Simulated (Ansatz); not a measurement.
Isolated molecules relaxed with PBE0-D4/def2-TZVP in Ansatz; ΔE leaves out vibrations. CBS: MP2 limit from def2 TZ/QZ plus the TZ coupled-cluster correction, frozen cores. This one scheme is used for every species. DFT in def2-TZVPP. For Se outer-core shells are correlated without core-valence functions, which leaves a few kJ/mol of doubt a bond. Scalar relativity is left out up to krypton. One conformer a species, not always the lowest.

`COCO` + H₂Se → `OC[SeH]` + CH₃OH  (substitution at a C–O bond)

```csv
level,ΔE (kJ/mol)
PBE0-D4,7.1
MP2/def2-TZVPP,5.3
CCSD/def2-TZVPP,12.3
SCS-MP2/def2-QZVPP,5.4
```

What does CCSD(T)/CBS give? (An estimate is asked.)

Ansatz gave: +6.5 kJ/mol. The listed levels differ from it by 0.6, -1.2, 5.8, -1.1 kJ/mol.

Largest T1 diagnostic among the species: 0.011.

In def2-TZVPP, CCSD(T) changes the Hartree–Fock value by −10.0 kJ/mol (the triples alone add −1.3 kJ/mol) and MP2 by −15.7 kJ/mol. From PBE to PBE0 (25 % exact exchange), in def2-TZVPP and without D4, ΔE moves by +3.3 kJ/mol.
